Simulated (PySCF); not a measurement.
C3H10ClNSi, SMILES C[C@@H](N)[Si@H](C)Cl.

Geometry optimised at PBE0-D3(BJ)/def2-SVP. The structure was generated by enumeration; whether it is a known compound was not checked. The values are those of a single conformer.

Two levels are set side by side: TDA-PBE/def2-SVPD (PySCF) and TDA-ωB97X/def2-SVPD (PySCF). Vertical, same geometry. The lowest singlet is HOMO→LUMO 99 % with PBE and HOMO→LUMO 69 %, HOMO→LUMO+3 14 % with the other functional; states are paired by order. Differences are taken from unrounded values.

| quantity | TDA-ωB97X |
|---|---|
| lowest singlet excitation (eV) | 6.74 |
| lowest triplet excitation (TDA) (eV) | 6.53 |

Question: What does TDA-PBE give, and how far is it from TDA-ωB97X? (An estimate is asked for; the answer gives what the named calculation found.)

Answer: 
```
quantity                              TDA-PBE  TDA-PBE minus TDA-ωB97X
------------------------------------  -------  -----------------------
lowest singlet excitation (eV)           5.22                    -1.52
lowest triplet excitation (TDA) (eV)     5.06                    -1.47
```

Functionals without exact exchange tend to place singlet excitations lower, as here. Differences between two approximate levels are no errors against the true value.

Rough cost on one machine, each run with all the roots and properties that it gave: TDA-ωB97X against TDA-PBE about 7 times.
